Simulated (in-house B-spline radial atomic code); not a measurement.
How numerical settings move a run on Sm³⁺, [Xe] 4f5. Computed with an all-electron radial atomic-structure program (B-spline basis): scalar-relativistic (X2C) PW91, spherical fractional occupations, Fermi nucleus of rms radius 5.0819 fm.

Command:
```bash
python run_scf.py task.json out
```
Settings of the sound reference run:
```
Z                62
electrons        59
configuration    [Xe] 4f5
hamiltonian      x2c
method           pw91,pw91
spin_polarised   False
nucleus          fermi
rms_radius       5.0819
mass_number      152
atomic_mass      151.9197
speed_of_light   137.036
knot_spacing     0.22
spline_order     8
gauss_points     12
box_radius       16.22
max_iterations   70
damping          0.5
damped_steps     3
diis_vectors     10
tolerance        1e-08
start            Thomas-Fermi
```

Run time, properties included: 0.27 s on 1 thread of Arm Neoverse V1 (shared host).

It converges in 10 iterations to -10425.955567 hartree, with 4f at -32.5434 eV. The other runs change the listed settings, some to values that make no sense; their results aren't properties of the atom or ion. Radii are in bohr (the nuclear one in fm), a minus after a letter asks for a j subshell, and «unchanged» means within 1e-8 hartree. The run stops when the residual is below 10 × tolerance × max(1, Z/10), or a noise floor if that is larger, and the energy moves by less than 1e-8 × √|E| hartree; so very loose and very tight tolerances often act alike.

| changed settings | outcome |
| --- | --- |
| max_iterations = 12, damped_steps = 30, tolerance = 1e-13 | not converged after 12 iterations, last residual 3.4e-05, last energy +3.80e-08 hartree from the reference |
| spline_order = 10 | converged in 10 iterations, energy -8.05e-06 hartree from the reference, 4f level +7.2e-05 eV |
| knot_spacing = 0.75 | converged in 10 iterations, energy +1.25e+01 hartree from the reference, 4f level +2.7e-01 eV (the program warns: 3s reaches the box edge; 4s reaches the box edge) |
| box_radius = 64.88 | converged in 10 iterations, energy -2.28e-07 hartree from the reference, 4f level +2.9e-05 eV |
| knot_spacing = 0.15 | converged in 10 iterations, energy -1.42e-05 hartree from the reference, 4f level +4.3e-05 eV |
| box_radius = 32.44, max_iterations = 100, damped_steps = 30, tolerance = 1e-05 | converged in 11 iterations, energy +3.55e-07 hartree from the reference, 4f level +1.9e-03 eV |
| spline_order = 5 | converged in 10 iterations, energy +2.42e-04 hartree from the reference, 4f level +8.8e-05 eV |
| gauss_points = 8, first_knot = 1.61e-05, max_iterations = 50, tolerance = 1e-05 | converged in 9 iterations, energy -5.42e-06 hartree from the reference, 4f level -1.0e-04 eV |
| box_radius = 4.87 | converged in 10 iterations, energy +2.12e-03 hartree from the reference, 4f level +7.3e-02 eV (the program warns: 4f reaches the box edge; 5s reaches the box edge) |
| box_radius = 2.43 | converged in 9 iterations, energy +2.38e+00 hartree from the reference, 4f level +1.6e+01 eV (the program warns: 4f reaches the box edge; 4s reaches the box edge) |
| spline_order = 3 | converged in 10 iterations, energy +3.55e-01 hartree from the reference, 4f level -7.8e-02 eV |
| knot_spacing = 0.55 | converged in 10 iterations, energy +6.34e-01 hartree from the reference, 4f level -1.7e-01 eV |
| box_radius = 0.97 | converged in 8 iterations, energy +2.63e+02 hartree from the reference, 4f level +3.6e+02 eV (the program warns: 4f has a positive eigenvalue: unbound, held by the box; 4p has a positive eigenvalue: unbound, held by the box) |
| hamiltonian = dirac, method = hf, speed_of_light = 68.21652 | converged in 11 iterations to -12681.4127 hartree, a different physical problem |
| gauss_points = 4, max_iterations = 75, tolerance = 1e-13, start = bare nucleus | converged in 13 iterations, energy -6.10e-06 hartree from the reference, 4f level +2.1e-05 eV |
| box_radius = 3.24 | converged in 9 iterations, energy +2.47e-01 hartree from the reference, 4f level +3.1e+00 eV (the program warns: 4f reaches the box edge; 4d reaches the box edge) |
| knot_spacing = 0.1 | converged in 10 iterations, energy -1.60e-05 hartree from the reference, 4f level +4.3e-05 eV |
| gauss_points = 8, first_knot = 0.0161, max_iterations = 75, diis_vectors = 1 | not converged after 75 iterations, last residual 1.6e+00, last energy +6.07e+01 hartree from the reference |
| box_radius = 8.11 | converged in 10 iterations, energy -3.68e-06 hartree from the reference, 4f level +9.0e-06 eV |
| spline_order = 4 | converged in 10 iterations, energy +7.00e-03 hartree from the reference, 4f level -2.3e-03 eV |
| electrons = 60, configuration = [Xe] 4f5 1f1, max_iterations = 60 | stopped with error: there is no 1f shell |

What happens with box_radius = 0.65?

Converged in 8 iterations, energy +1.19e+03 hartree from the reference, 4f level +1.0e+03 eV (the program warns: 4f has a positive eigenvalue: unbound, held by the box; 4s has a positive eigenvalue: unbound, held by the box).

What happens with box_radius = 1.62?

Converged in 8 iterations, energy +2.52e+01 hartree from the reference, 4f level +7.4e+01 eV (the program warns: 4f has a positive eigenvalue: unbound, held by the box; 5s has a positive eigenvalue: unbound, held by the box).

What happens with electrons = 67, configuration = [Xe] 4f5 7s2 7p6, max_iterations = 50?

Converged in 11 iterations to -10425.9239 hartree, a different physical problem (warning: 7s has a positive eigenvalue: unbound, held by the box).

What happens with knot_spacing = 2?

Converged in 10 iterations, energy +9.01e+02 hartree from the reference, 4f level -1.7e+02 eV (the program warns: 1s reaches the box edge; 2s reaches the box edge).
